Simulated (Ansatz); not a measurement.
Mulliken charges of H3O3SSi (`O[Si](O)(O)[S]`) radical from PBE/def2-TZVPP in Ansatz (PBE0-D4/def2-TZVP geometry).

| atom | x (Å) | y (Å) | z (Å) | charge (e) |
| --- | --- | --- | --- | --- |
| O1 | -1.511 | 0.245 | 0.593 | -0.334 |
| Si2 | 0.029 | 0.176 | 0.071 | 0.615 |
| O3 | 0.888 | -1.123 | 0.568 | -0.318 |
| O4 | -0.052 | 0.098 | -1.554 | -0.351 |
| S5 | 1.020 | 1.861 | 0.888 | -0.213 |
| H6 | -2.185 | -0.024 | -0.035 | 0.204 |
| H7 | 1.047 | -1.209 | 1.509 | 0.199 |
| H8 | 0.764 | -0.026 | -2.040 | 0.199 |

Problem. By hand: the dipole of these point charges (1 e Å = 4.8032 D).

Solution. Σ q r = (-0.044, -0.298, -0.092) e Å, of length 0.315 e Å = 1.51 D.

Problem. How does the dipole of the full density compare? (Best estimate.)

Solution. The calculation gave: (0.019, -0.282, -0.100) e Å, 1.44 D; the point charges give 1.05 times that, at 12° from its direction.

Point charges leave out the atoms' own dipoles, such as those of lone pairs, and Mulliken's split depends on the basis, so the close match here is no proof of good charges.
